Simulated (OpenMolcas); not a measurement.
**Cr3+: effect of the metal basis and ligand basis**

Cr3+ with 6 ligands (fluoride) in octahedral coordination (Oh) at 1.93 Å. A charge of +0.5 e stands 2.4 Å behind each ligand.

```json
{"Program": "OpenMolcas 26.06", "Method": "CASSCF", "Spin-orbit coupling": "RASSI with atomic mean-field integrals over the reference wave functions"}
```

Fixed: active space 3 electrons in 5 orbitals (3d), DKH2 Hamiltonian.

States (labels of O, the rotations of Oh). Energies in cm-1 above the lowest state or level, χT in cm3 K/mol; 10Dq and B are least-squares fits to the states below 45000 cm-1, weighted by degeneracy, with a free offset, and given where the rms deviation is under 5 % of |10Dq| (or 100 cm-1) and under 700 cm-1.

```tsv
Run	Metal basis	Ligand basis	Ground state	First state of that spin	10Dq	B (rms of fit)	First gap with spin-orbit (degeneracies)	χT at 300 K	First state of another spin	Cost
A	ANO-RCC-VDZP	ANO-RCC-VDZP	4A2	4T2 13492	13367	1075 (63)	13385 (4, 2)	1.826	2E 19441	roughly 12 core-seconds
B	ANO-RCC-VTZP	ANO-RCC-VTZP	4A2	4T2 13193	13056	1086 (72)	13088 (4, 2)	1.827	2E 19658	roughly 80 core-seconds
```

Against A, |10Dq| changes by -2.3 % in B.

Costs are those of the RASSCF and RASSI steps.

Without dynamic correlation the repulsion within the d shell is too large (B by tens of per cent), so at a given field states of lower spin stand too high. Ligand-to-metal charge-transfer states are missing. With no ligand orbital active B as a rule stays too high, so bands that hang on it stand too high and its fall with covalency is understated. With metal d orbitals alone and no dynamic correlation the field as a rule comes out too small, by tens of per cent, by up to half for chloride and softer ligands. No measured value stands beside these numbers; the geometry is a model, was not optimised and need not be the one that this ion takes.
